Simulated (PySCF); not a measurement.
A geometry optimisation on [WO4]2- (`[O]=[W-2](=[O])(=[O])=[O]`).

Computed with PBE0-D3(BJ)/def2-SVP geometry optimisation, gas phase, def2 core potentials past Kr (PySCF 2.14.0). Start geometry: GFN2-xTB. A driver script takes a list of jobs; this job's settings line and coordinates (Å) are shown.

Input:
```
{"job": {"xc": "PBE0", "basis": "def2-SVP", "d3": "d3bj", "grid": 1, "maxiter": 30, "kind": "geom"}, "charge": -2, "multiplicity": 1}
W     -0.000050    -0.000670     0.000130
O      0.011250    -0.018680     1.803500
O      1.696500     0.011620    -0.611290
O     -0.857340     1.476060    -0.581050
O     -0.850360    -1.468330    -0.611300
```

Output:
```
step   0  E = -367.56308766  max force = 0.011020
step   1  E = -367.56310364  max force = 0.010925
step   2  E = -367.56356064  max force = 0.000305
step   3  E = -367.56356186  max force = 0.000062
optimisation converged
```

Energies in Eh; «max force» is the largest Cartesian gradient component in Eh/bohr.

**Question.** Give the first gradient maximum in eV/Å.

**Answer.** With 1 Eh/bohr = 51.422 eV/Å, 0.567 eV/Å.

In short: final energy -367.56356 Eh after 3 steps.

**Question.** Where do the atoms end?

**Answer.** 0.010 Å rms from the input after alignment:
```
atom  x, y, z in Å
W1    -0.0003   -0.0001   -0.0001
O2     0.0169   -0.0143    1.7915
O3     1.6833    0.0097   -0.6126
O4    -0.8540    1.4659   -0.5778
O5    -0.8460   -1.4613   -0.6011
```

The ion is multiply charged and computed in the gas phase, without counter-ions or solvent; whether it holds all its electrons wasn't checked.

**Question.** How long does this job take on an Intel Xeon Platinum 8375C at 2.90 GHz with one thread, no GPU, shared host with 96 logical CPUs at a one-minute load of 42? And the peak memory of the process?

**Answer.** About 18 s, with 0.34 GiB resident at the peak, the Python interpreter and its libraries included.
Labels such as C1 count atoms from 1, the log's own numbers from 0.
